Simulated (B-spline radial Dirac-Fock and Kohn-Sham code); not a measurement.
Re: eigenvalues, ΔSCF and the reference

System: the Re atom, 1s2 2s2 2p6 3s2 3p6 3d10 4s2 4p6 4d10 4f14 5s2 5p6 5d5 6s2.

The density-functional columns are spherical, spin-unpolarised Dirac-Kohn-Sham results without Breit or QED terms: −ε is minus the orbital energy of the initial state and ΔSCF the difference of two total energies, and "half-occupied" is minus the orbital energy with half an electron removed (Slater transition state). The reference in the last column comes from ΔSCF Dirac-Fock with Breit, self-energy and vacuum polarisation, finite nucleus, configuration average. All numbers are from a radial finite-basis atomic code, in eV; a selection of levels is shown. For the 1s level of heavy atoms much of the gap between ΔSCF and the reference is the Breit and QED part, -365.2 eV here; for other levels the error of the functional can be larger.

```
level   PBE −ε  PBE ΔSCF  PBE0 −ε   LDA −ε  LDA half-occupied  Dirac-Fock
    K  71532.2   72097.0  71684.1  71472.6            72036.7     71682.1
   L1  12394.2   12495.4  12457.7  12385.5            12486.8     12544.9
   L2  11862.1   11993.4  11915.6  11858.0            11989.3     11968.9
   L3  10422.4   10534.4  10475.2  10420.0            10531.9     10545.5
   M1   2869.3    2897.1   2900.4   2866.8             2894.7      2949.6
   M2   2631.1    2661.3   2658.3   2630.1             2660.2      2695.0
   M3   2318.5    2345.6   2344.3   2317.9             2345.0      2382.1
   M4   1917.6    1950.8   1938.4   1917.7             1950.8      1960.1
   M5   1849.8    1881.8   1870.4   1849.9             1881.8      1893.5
   N1    598.7     610.8    614.3    597.5              609.5       641.4
   N2    499.3     511.2    512.9    498.7              510.6       534.7
   N3    426.3     437.7    439.4    425.6              436.9       461.6
   N4    262.8     274.0    272.8    262.7              273.7       286.5
   N5    249.3     260.3    259.1    249.2              260.1       273.1
   N6    43.60     53.67    48.93    43.89              53.86       51.02
   N7    41.09     51.06    46.37    41.37              51.24       48.62
   O1    85.01     91.58    89.80    85.27              91.78       96.64
   O2    54.94     61.13    58.40    55.24              61.37       61.96
   O3    43.96     49.83    47.25    44.14              49.94       51.04
 O4,5     5.38      9.97     5.51     5.59              10.12        8.60
   P1     5.95      9.25     6.71     6.15               9.48        7.20
```

Q: Order the estimates of the K (1s) level by their distance from the Dirac-Fock value, nearest first.
A. LDA half-occupied
B. PBE −ε
C. PBE0 −ε
D. PBE ΔSCF
E. LDA −ε

A: C (2.0 eV), B (150.0 eV), E (209.5 eV), A (354.6 eV), D (414.8 eV).

An eigenvalue near the reference for a deep level is a cancellation of errors: it lacks relaxation, carries self-interaction and omits Breit and QED terms.

For the outermost level NIST gives 7.83352 eV (measured); the differences from it are PBE −ε -1.89, PBE ΔSCF +1.42, PBE0 −ε -1.13, LDA −ε -1.68, LDA half-occupied +1.64, Dirac-Fock -0.63 eV.

Values without a named source are computed, but for edge energies of neutral atoms, which are taken from tables.
